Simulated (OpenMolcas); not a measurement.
What dynamic correlation does to the levels of Br II

```
Program             : OpenMolcas
Basis               : ANO-RCC-VTZP [6s5p3d1f]
Scalar Hamiltonian  : DKH2, point nucleus
Active space        : 6 electrons in 9 orbitals (RAS2 4s 4p; RAS3 4d, at most 2 electrons)
State averaging     : 2S+1 = 3 even, 3 roots; 2S+1 = 1 even, 6 roots; 2S+1 = 3 odd, 5 roots kept (CI in the orbitals of an earlier block); 2S+1 = 1 odd, 1 root
Spin-orbit coupling : state interaction with AMFI integrals over the reference wave functions, term energies averaged over their components
```

Methods on the same reference wave functions:
A. RASSCF
B. SS-RASPT2, IPEA 0.25 Eh, imaginary shift 0.1 Eh (closed shells correlated: 3d)
C. XMS-RASPT2, IPEA 0.25 Eh, imaginary shift 0.1 Eh (closed shells correlated: 3d)

Energies in cm-1 above 4s2 4p4 3P2, the measured ground level; measured values from NIST Handbook of Basic Atomic Spectroscopic Data.

| Level | A | B | C | Measured |
| --- | --- | --- | --- | --- |
| 4s2 4p4 3P2 | 0.0 | 0.0 | 0.0 | 0.0 |
| 4s2 4p4 3P1 | 2801 | 2830 | 2820 | 3136 |
| 4s2 4p4 3P0 | 3570 | 3580 | 3590 | 3837 |
| 4s2 4p4 1D2 | 13709 | 12480 | 12540 | 12089 |
| 4s2 4p4 1S0 | 29061 | 28370 | 28660 | 27867 |

Deviations, from unrounded energies. A percentage is the sum of absolute deviations over the sum of measured energies, with the sign that they share, or ± where signs differ.

```json
{"Against measurement": "mean absolute deviation (cm-1)", "Levels": "4", "A": "850", "B": "370", "C": "450"}
{"Against measurement": "fine structure of the ground term (%)", "Levels": "2", "A": "-8.6", "B": "-8.1", "C": "-8.1"}
{"Against measurement": "other terms of the ground configuration (%)", "Levels": "2", "A": "+7.0", "B": "+2.3", "C": "+3.1"}
```

B lies closest to measurement on these levels and A furthest from it. The largest miss of B in the table is 4s2 4p4 1S0, by +500 cm-1. The ranking rests on the paired levels alone, and a cruder setting can come out closer through cancelling errors.

Between B and C the level of the table that moves most is 4s2 4p4 1S0, by 280 cm-1 (lowest in B, highest in C). Moves below CASPT2's spread within the term are not significant.

From A to B the spin-free energies of the other terms of 4s2 4p4 shown, above 3P, scale by factors of 0.89 to 0.97.

The lowest spin-free term lies below A's lowest term by 0.095 hartree in B, 0.096 hartree in C.

CASPT2 does not keep the components of a term degenerate, so their means are used; among the terms shown or strongly mixed into the levels shown the widest spread is 63 cm-1 (4s2 4p4 1D, C). Over all roots computed the reference weight is 0.89 to 0.98 in B, 0.88 to 0.98 in C; the roots of lowest weight are the least certain, and an intruder state may touch them. The run also gave levels led by 4s2 4p3 4d, which use shells meant for correlation; these and all levels above them are left out. No level of 4s 4p5 was computed, though it lies in the active space. Without dynamic correlation excited terms often stand tens of per cent too high (terms of higher spin than the ground term too low), and those without a measured partner can miss by more than the paired ones (holds for A). Measured partners are found by configuration, term and J. A level has none where our copy of the source lacks it or the pairing is in doubt (some pairs that miss far off the trend of their configuration count as doubtful), and it then counts in no deviation. Levels of configurations outside the active space are missing. The table leaves out levels that lie high or whose names do not pair safely across all columns.
